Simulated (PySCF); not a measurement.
**Spinor energies of Rh⁺ (rhodium, charge +1)**

Start: [Kr] 4d8; 4d3/2 filled at m_j = -1/2, +1/2, +3/2; 4d5/2 filled at m_j = -3/2, -1/2, +1/2, +3/2, +5/2. Calculated with PySCF 2.14 in x2c-TZVPall-2c with one added diffuse shell each of s, p, d type (9s10p8d1f, 86 functions): generalised Hartree-Fock with the X2C-1e Hamiltonian and a Gaussian nucleus; one run each with spin-orbit coupling (SO) switched off, then screened by Boettger's factors. This is a chosen level, not necessarily the ground level.

```
spinor shell  electrons  ε, spin-free (eV)  ε, screened SO (eV)  weight of nominal j (screened SO)  rms radius, screened SO (bohr)
       1s1/2          2           -23349.8             -23348.2                              1.000                          0.0374
       2s1/2          2            -3473.3              -3472.8                              1.000                           0.154
       2p1/2          2            -3106.8              -3206.8                              1.000                           0.134
       3s1/2          2            -661.93              -661.76                              1.000                           0.415
       3p1/2          2            -538.30              -556.14                              1.000                           0.411
       3p3/2          4            -538.30              -529.90                              1.000                           0.422
       3d3/2          4            -340.93              -344.08                              0.997                           0.401
       3d5/2          6            -340.93              -338.64                              0.998                           0.405
       4s1/2          2            -108.64              -108.58                              1.000                            1.05
       4p1/2          2            -71.392              -75.421                              0.943                            1.15
       4p3/2          4            -71.392              -69.418                              0.971                            1.18
       4d5/2          5            -19.440              -19.352                              0.618                            1.68
       4d3/2          3            -19.440              -19.594                              0.646                            1.67
```

Q: Where does 2p3/2 lie, and what is the 2p spin-orbit splitting (screened SO)?

A: At -3060.2 eV, 146.58 eV above 2p1/2.

```tsv
quantity	spin-free	screened SO
E (hartree)	-4780.58536	-4781.33588
M_J	4	4
⟨J²⟩	20.017	20.016
⟨L²⟩	12.013	12.060
⟨S²⟩	2.005	2.007
```

Each row is a mean over spinors that exchange with the open shell spreads, by up to 7.125 eV (4p3/2).

Rows whose weight is well below 1 are mixtures of j = l ± 1/2: exchange outweighs spin-orbit coupling there, and the label is only the starting occupation.

Breit and QED terms are absent; they matter most for the inner s and p1/2 levels.

Densities and radii are taken from the X2C orbitals without a picture-change correction, which distorts them close to the nucleus.

Without spin-orbit coupling the j labels of p, d and f shells carry no meaning; the spin-free column gives the mean over the occupied spinors of each nl shell.
